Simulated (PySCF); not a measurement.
A structure optimised at PBE-D3(BJ)/def2-SVP, used in a PySCF frequency run:

```xyz
11

C     -0.2720    -3.1675     0.0000
C      0.3286    -2.1007     0.0000
C      0.9816    -0.8059     0.0000
Ge    -0.3616     0.6467     0.0000
O      0.6566     2.1391     0.0000
H     -0.7862    -4.1177     0.0000
H      1.6251    -0.6671     0.8943
H      1.6251    -0.6671    -0.8943
H     -1.2410     0.5719     1.2818
H     -1.2410     0.5719    -1.2818
H      0.1078     2.9444     0.0000
```
Charge 0, spin multiplicity 1.

### Question
Write its SMILES, formula and point group.

### Answer
C#C[CH2][GeH2][OH], C₃H₆GeO, Cs

### Question
What are its rotational constants (standard atomic weights)?

### Answer
11.472, 1.5950, 1.4396 GHz
